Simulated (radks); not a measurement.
Results of a calculation; reference values are marked as such.
Q: Isoelectronic series with 18 electrons, all held in the configuration [Ar], which need not be the ground one along the series. Code: a radial shooting solver on a logarithmic mesh with Libxc functionals. Model: Dirac Kohn-Sham, PBE, spin-unpolarised, spherical densities, point nucleus. Total energies (hartree) and orbital eigenvalues (eV):

ion,E (hartree),3p3/2,3p1/2,3s1/2
Ar,-529.23208,-10.2107,-10.3864,-24.2850
K+,-601.93144,-24.7926,-25.0611,-41.4487
Ca2+,-679.66344,-42.9261,-43.3156,-62.2300
Sc3+,-762.42608,-64.4155,-64.9584,-86.4209
Ti4+,-850.22328,-89.1596,-89.8936,-113.9191
V5+,-943.06251,-117.0984,-118.0664,-144.6671
Mn7+,-1143.90863,-182.4178,-184.0058,-215.7900
Fe8+,-1251.94061,-219.7542,-221.7409,-256.1328
Co9+,-1365.06427,-260.1895,-262.6431,-299.6537
Ni10+,-1483.29544,-303.7147,-306.7108,-346.3512
Cu11+,-1606.65106,-350.3233,-353.9452,-396.2269
Zn12+,-1735.14913,-400.0110,-404.3501,-449.2853
Ga13+,-1868.80867,-452.7750,-457.9313,-505.5324
Ge14+,-2007.64972,-508.6135,-514.6962,-564.9762
As15+,-2151.69333,-567.5259,-574.6535,-627.6262
Se16+,-2300.96152,-629.5122,-637.8133,-693.4928
Br17+,-2455.47737,-694.5733,-704.1869,-762.5880
Kr18+,-2615.26492,-762.7104,-773.7864,-834.9247
Rb19+,-2780.34929,-833.9253,-846.6252,-910.5166
Sr20+,-2950.75661,-908.2203,-922.7174,-989.3787
Zr22+,-3307.65009,-1066.061,-1084.723,-1156.978

Estimate the row of Cr6+.

A: E (hartree) -1040.95371; 3p3/2 -148.1932; 3p1/2 -149.4438; 3s1/2 -178.6309.
